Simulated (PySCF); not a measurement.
Species: C8H10N2Si.
Cartesian coordinates in Å at the PBE0-D3(BJ)/def2-SVP level; atoms count from 1:
```
atom  x, y, z in Å
C1     5.478    0.011    0.151
C2     4.270   -0.059    0.059
C3     2.852   -0.129   -0.041
C4     1.932    0.664    0.616
N5     0.690    0.229    0.217
Si6   -0.901    0.908    0.676
C7    -2.191   -0.391    0.411
C8    -3.607    0.021    0.074
C9    -2.763   -0.618   -0.972
C10    0.927   -0.802   -0.662
N11    2.196   -1.043   -0.836
H12    6.547    0.075    0.227
H13    2.072    1.477    1.325
H14   -1.203    2.088   -0.188
H15   -0.757    1.342    2.094
H16   -2.095   -1.285    1.037
H17   -4.416   -0.563    0.521
H18   -3.835    1.087   -0.024
H19   -2.401    0.004   -1.797
H20   -2.982   -1.650   -1.260
H21    0.111   -1.345   -1.139
```

Computed with PBE0-D3(BJ)/def2-SVP geometry optimisation, gas phase in PySCF 2.14.0.

Take the most abundant isotopes and a rigid rotor. The values belong to one conformer with, in the numbering `[CH:1]#[C:2][c:3]1[cH:4][n:5]([SiH2:6][CH:7]2[CH2:8][CH2:9]2)[cH:10][n:11]1`, C4–N5–Si6–C7 -159°, N5–Si6–C7–C8 -151°.

Q: What are A, B and C (GHz)?

A: Ia = 134.97, Ib = 1202.41, Ic = 1309.57 u·Å²; 505379 MHz·u·Å²/I gives 3744, 420.3 and 385.9 MHz, that is A = 3.7444, B = 0.4203, C = 0.3859 GHz.

Q: What kind of rotor is it?

A: A near-prolate asymmetric top: κ = (2 × 420.3 − 3744 − 385.9)/(3744 − 385.9) = -0.98.

Q: What does the inertial defect say?

A: Not planar: Δ = Ic − Ia − Ib = -27.80 u·Å². For a rigid frame Δ = −2 Σ m c², so Σ m c² = 13.90 u·Å² lies off the ab plane: 8.49 from hydrogen and 5.42 from heavier atoms. The atom farthest from that plane is 1.62 Å away.

Q: Give the other two planar moments, Paa and Pbb, and the rms extents of the mass along the axes.

A: Paa = Σ m a² = (Ib + Ic − Ia)/2 = 1188.51 and Pbb = Σ m b² = (Ia + Ic − Ib)/2 = 121.07 u·Å². With the mass M = 162.06 u, the rms extents √(P/M) along a, b and c are 2.71, 0.86, 0.29 Å.

Q: List the rotational levels J(Ka,Kc) to J = 3 (K).

A: Above 0(0,0), as E/k:
J = 1: 1(0,1) 0.039, 1(1,1) 0.198, 1(1,0) 0.200
J = 2: 2(0,2) 0.116, 2(1,2) 0.274, 2(1,1) 0.279, 2(2,1) 0.758, 2(2,0) 0.758
J = 3: 3(0,3) 0.232, 3(1,3) 0.388, 3(1,2) 0.397, 3(2,2) 0.874, 3(2,1) 0.874, 3(3,1) 1.675, 3(3,0) 1.675

Q: Which lines would a microwave search look for?

A: The dipole components are |μa| = 4.53 D, |μb| = 1.86 D, |μc| = 0.20 D. The squared components, which scale the intensities, stand as 1.00 : 0.17 : 0.00 (a : b : c). Some lines, for components of 0.1 D or more:

```json
{"type": "a", "branch": "R", "J(Ka,Kc)": "3(1,3) ← 2(1,2)", "MHz": "2367", "lower level (cm⁻¹)": "0.190"}
{"type": "a", "branch": "R", "J(Ka,Kc)": "3(2,1) ← 2(2,0)", "MHz": "2420", "lower level (cm⁻¹)": "0.527"}
{"type": "a", "branch": "R", "J(Ka,Kc)": "4(1,4) ← 3(1,3)", "MHz": "3156", "lower level (cm⁻¹)": "0.269"}
{"type": "c", "branch": "Q", "J(Ka,Kc)": "4(1,4) ← 4(0,4)", "MHz": "3173", "lower level (cm⁻¹)": "0.269"}
{"type": "a", "branch": "R", "J(Ka,Kc)": "4(1,3) ← 3(1,2)", "MHz": "3293", "lower level (cm⁻¹)": "0.276"}
{"type": "b", "branch": "Q", "J(Ka,Kc)": "5(1,4) ← 5(0,5)", "MHz": "3607", "lower level (cm⁻¹)": "0.403"}
{"type": "a", "branch": "R", "J(Ka,Kc)": "5(3,3) ← 4(3,2)", "MHz": "4032", "lower level (cm⁻¹)": "1.272"}
{"type": "b", "branch": "R", "J(Ka,Kc)": "4(1,4) ← 3(0,3)", "MHz": "6395", "lower level (cm⁻¹)": "0.161"}
{"type": "c", "branch": "R", "J(Ka,Kc)": "4(1,3) ← 3(0,3)", "MHz": "6739", "lower level (cm⁻¹)": "0.161"}
{"type": "b", "branch": "R", "J(Ka,Kc)": "5(1,5) ← 4(0,4)", "MHz": "7117", "lower level (cm⁻¹)": "0.269"}
{"type": "c", "branch": "Q", "J(Ka,Kc)": "4(2,3) ← 4(1,3)", "MHz": "9852", "lower level (cm⁻¹)": "0.386"}
{"type": "b", "branch": "R", "J(Ka,Kc)": "2(2,1) ← 1(1,0)", "MHz": "11619", "lower level (cm⁻¹)": "0.139"}
{"type": "b", "branch": "R", "J(Ka,Kc)": "3(2,2) ← 2(1,1)", "MHz": "12391", "lower level (cm⁻¹)": "0.194"}
{"type": "b", "branch": "R", "J(Ka,Kc)": "4(2,3) ← 3(1,2)", "MHz": "13146", "lower level (cm⁻¹)": "0.276"}
{"type": "b", "branch": "Q", "J(Ka,Kc)": "4(3,1) ← 4(2,2)", "MHz": "16704", "lower level (cm⁻¹)": "0.715"}
{"type": "c", "branch": "Q", "J(Ka,Kc)": "3(3,1) ← 3(2,1)", "MHz": "16705", "lower level (cm⁻¹)": "0.607"}
{"type": "b", "branch": "Q", "J(Ka,Kc)": "5(3,3) ← 5(2,4)", "MHz": "16709", "lower level (cm⁻¹)": "0.849"}
{"type": "b", "branch": "R", "J(Ka,Kc)": "5(5,1) ← 4(4,0)", "MHz": "34103", "lower level (cm⁻¹)": "2.052"}
```

Q: Estimate the classical rotational partition function at 10 K, 100 K and 298.15 K.

A: Point group C1, symmetry number σ = 1; q = (√π/σ)·√((kT/h)³/(ABC)), k/h = 20836.6 MHz/K: 6840 at 10 K, 216000 at 100 K, 1110000 at 298.15 K.

No PBE0-D3(BJ)/def2-SVP frequencies stand behind this structure, so it isn't proved a minimum. Zero-point vibration and centrifugal distortion are left out. Quadrupole hyperfine structure (14N) is left out.
